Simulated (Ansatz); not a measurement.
One change: `C[SiH](Cl)Br` becomes `N[SiH](Cl)Br`.

Ansatz, PBE0-D4/def2-TZVP geometries, multiplicity 1. Each molecule was computed in one conformer, which needn't be the lowest.

Scalar relativity is left out up to krypton.

```tsv
property	`C[SiH](Cl)Br`
HOMO energy (ωB97M-V/def2-TZVPP) / eV	-10.70
HOMO–LUMO gap (PBE0/def2-TZVPP) / eV	8.60
size of the dipole moment (ωB97M-V/def2-TZVPP) / D	2.00
HOMO energy (B3LYP/def2-TZVPP) / eV	-8.24
ideal-gas entropy at 298 K and 1 bar (rigid rotor, harmonic PBE0-D4/def2-TZVP) / J/(mol·K)	341
LUMO energy (ωB97M-V/def2-TZVPP) / eV	2.04
```

Question: What does the change do to each property? (Estimate.)

Answer: Ansatz gave: 
```csv
property,`N[SiH](Cl)Br`,shift
HOMO energy (ωB97M-V/def2-TZVPP) / eV,-10.34,0.36
HOMO–LUMO gap (PBE0/def2-TZVPP) / eV,8.38,-0.22
size of the dipole moment (ωB97M-V/def2-TZVPP) / D,2.33,0.33
HOMO energy (B3LYP/def2-TZVPP) / eV,-7.80,0.44
"ideal-gas entropy at 298 K and 1 bar (rigid rotor, harmonic PBE0-D4/def2-TZVP) / J/(mol·K)",341,0
LUMO energy (ωB97M-V/def2-TZVPP) / eV,1.98,-0.06
```

With PBE0 the HOMO rises by 0.42 eV and the LUMO rises by 0.20 eV, so the gap narrows by about 0.22 eV. PBE moves the HOMO by 0.52 eV and ωB97M-V by 0.36 eV. The zero-point energy changes by -27.9 kJ/mol with -3 modes. Dipoles are sizes alone; their direction can turn.

B3LYP here is the variant with VWN-RPA as its local correlation; programs differ in this.

Spin–orbit coupling is left out; it splits and shifts lone-pair levels of the heavy atoms by tenths of an eV.
